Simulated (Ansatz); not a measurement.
Ansatz (an electronic-structure program) input (CCSD(T)/6-31G*):

Ansatz 0.2 input:
```yaml
crystal:
  periodic: [false, false, false]
  atoms:
    - {symbol: Be, position_ang: [0.00000000, 0.00000000, 0.00000000]}
    - {symbol: Cl, position_ang: [-0.00000000, -0.00000000, -1.80410498]}
    - {symbol: Cl, position_ang: [0.00000000, 0.00000000, 1.80410498]}
basis:
  gaussian:
    orbitals: 6-31G*
magnetization: {spin_polarized: false}
correlation: {method: ccsd_t, electrons: outside_noble_gas}
```

Output:

```
Functional definition: HF
integrals: 0.02 GiB planned
467 factors; integrals over basis functions are off by at most 1.1e-3 eV
mean field: 0.11 GiB planned
mean field evaluation 1: about -25407.7006 eV, gradient 1.7e1 eV
mean field evaluation 2: about -25407.8349 eV, gradient 1.7e1 eV
mean field evaluation 4: about -25408.9614 eV, gradient 1.3e0 eV
mean field evaluation 8: about -25408.9757 eV, gradient 2.5e-3 eV
mean field evaluation 16: about -25408.7404 eV, gradient 1.9e-1 eV
mean field -25408.97571096 eV, -933.7626345554 hartree, gradient 2.0e-6 eV, S^2 0.000000; 0 other end points of the search recorded, 0 dependent functions left out
11 core orbitals not correlated
reference -25408.97571096 eV, -933.7626345554 hartree; 8, 8 occupied and 34, 34 virtual orbitals, 467 factors
second order -7.96658073 eV of doubles, -0.00000000 eV of singles
coupled cluster: 0.07 GiB planned
cycle   1  -8.49962761 eV  change   -5.3e-1 eV  update   5.8e-2
cycle   2  -8.65331680 eV  change   -1.5e-1 eV  update   1.6e-2
cycle   3  -8.68158342 eV  change   -2.8e-2 eV  update   8.2e-3
cycle   4  -8.67908184 eV  change    2.5e-3 eV  update   2.0e-3
cycle   5  -8.67807593 eV  change    1.0e-3 eV  update   4.1e-4
cycle   6  -8.67802938 eV  change    4.7e-5 eV  update   1.2e-4
cycle   7  -8.67805306 eV  change   -2.4e-5 eV  update   3.2e-5
cycle   8  -8.67805463 eV  change   -1.6e-6 eV  update   7.7e-6
perturbative correction -0.21328931 eV, -0.0078382376 hartree
Total energy: -25417.86705489 eV, -934.0893854183 hartree
```
